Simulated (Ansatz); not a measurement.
Cost and result for the atomization energy of C2H9ClSi2 (`C[SiH2][SiH](C)Cl`) (14 atoms, 13 bonds).

```xyz
14

C    -0.084    0.441   -2.502
Si    0.451    0.846   -0.753
Si   -0.531   -0.619    0.786
C     0.122   -0.449    2.524
Cl   -0.129   -2.544    0.112
H     0.171   -0.593   -2.746
H     0.410    1.097   -3.223
H    -1.164    0.560   -2.614
H     0.073    2.244   -0.393
H     1.932    0.733   -0.614
H    -2.014   -0.488    0.784
H    -0.107    0.547    2.913
H     1.205   -0.586    2.546
H    -0.335   -1.191    3.181
```

The species carries charge 0 and has multiplicity 1. All single points use the PBE0-D4/def2-TZVP geometry. It is one conformer, not always the lowest. Program: Ansatz. All runs use 2 threads of an AMD EPYC 7R13 on a shared host and a share of an NVIDIA H100 80 GB. Times are those of one run each, without the atoms' runs, and a repeat can differ threefold. Electronic energies, without spin–orbit coupling; frozen cores. CCSD(T)/CBS adds CCSD(T) − MP2 in def2-TZVPP to the MP2 limit, and its time is that of the two runs behind it. T1 = 0.010. B3LYP takes the VWN-RPA correlation (the form of Gaussian; ORCA's B3LYP/G).

CCSD(T)/CBS is a level of theory with its own doubt, some kJ/mol a heavy atom from the limit and from the frozen cores, so smaller differences don't rank the functionals.

```tsv
level	functions	atomization (kcal/mol)	difference from CCSD(T)/CBS	per bond
PBE-D4/def2-TZVPP (with forces)	314	1164.6	3.3	0.3
ωB97X-V/def2-TZVPP	314	1166.5	5.2	0.4
CCSD(T)/def2-TZVPP	314	1133.4	-27.9	-2.1
CCSD(T)/CBS(def2)	–	1161.3	0.0	0.0
B2PLYP/def2-TZVPP	314	1144.5	-16.8	-1.3
B3LYP-D4/def2-TZVPP (with forces)	314	1158.6	-2.7	-0.2
r2SCAN-D4/def2-TZVPP (with forces)	314	1163.5	2.2	0.2
ωB97M-V/def2-TZVPP (with forces)	314	1163.1	1.8	0.1
PBE0-D4/def2-TZVPP	314	1159.3	-2.0	-0.2
MP2/def2-QZVPP	594	1153.7	-7.6	-0.6
```

(1) Order the runs by time, with rough figures. (Estimate.)

Results:

(1) Computed: PBE0-D4/def2-TZVPP 1.5 s; PBE-D4/def2-TZVPP (with forces) 1.9 s; r2SCAN-D4/def2-TZVPP (with forces) 2.1 s; ωB97X-V/def2-TZVPP 2.1 s; B2PLYP/def2-TZVPP 2.2 s; B3LYP-D4/def2-TZVPP (with forces) 2.3 s; ωB97M-V/def2-TZVPP (with forces) 3 s; MP2/def2-QZVPP 3.1 s; CCSD(T)/def2-TZVPP 4.2 s; CCSD(T)/CBS(def2) 7.3 s.

The D4 term adds +12.9 kcal/mol with B3LYP and +6.9 kcal/mol with PBE0; it sums over pairs of atoms, weighted by their polarisabilities, and B3LYP, whose exchange is more repulsive, gets the larger term. From PBE to PBE0 (25 % exact exchange), in def2-TZVPP and without D4, the atomization energy moves by −4.3 kcal/mol: exact exchange takes away binding that semilocal exchange gives to molecules. In def2-TZVPP, CCSD(T) changes the Hartree–Fock value by +242.9 kcal/mol (the triples alone add +12.1 kcal/mol) and MP2 by +246.7 kcal/mol; breaking electron pairs costs correlation energy, which Hartree–Fock lacks.
